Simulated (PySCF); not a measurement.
## Electron correlation in He (helium, neutral)

1s1 2s1, high-spin 3S determinant (an excited configuration). All numbers are calculated (PySCF 2.14, the non-relativistic Hamiltonian (point nucleus), in dyall-acv3z). Frozen: nothing; 2 electrons correlated; the 4 highest virtual orbitals of each spin left out.

Total MP2 correlation energy: -0.72 mhartree.

Same-spin part -0.72 and opposite-spin part 0.00 mhartree; SCS-MP2 scales them by 1/3 and 6/5 to -0.24 mhartree.
